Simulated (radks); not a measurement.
Q: Species: Ge17+. Configuration: [Ne] 3s2 3p3 (the NIST ground configuration). All-electron calculation, Dirac Kohn-Sham, PBE, spin-unpolarised, spherical densities, finite nucleus; open shells are shared between the two j in proportion to 2j + 1; Fermi nuclear charge, rms radius 4.0742 fm. Program: a radial shooting solver on a logarithmic mesh with Libxc functionals. Some entries of the table are withheld. Estimate them.

orbital,occ.,eigenvalue (eV),<1/r> (bohr^-1)
1s1/2,2,(1),32.38
2s1/2,2,(2),(3)
2p1/2,2,-1854.714,7.164
2p3/2,4,-1822.318,6.971
3s1/2,2,-688.9050,2.726
3p1/2,1,-639.9340,2.660
3p3/2,2,-633.1969,2.616

A: 
(1) 1s1/2 eigenvalue (eV): -11602.04
(2) 2s1/2 eigenvalue (eV): -2002.078
(3) 2s1/2 <1/r> (bohr^-1): 7.215
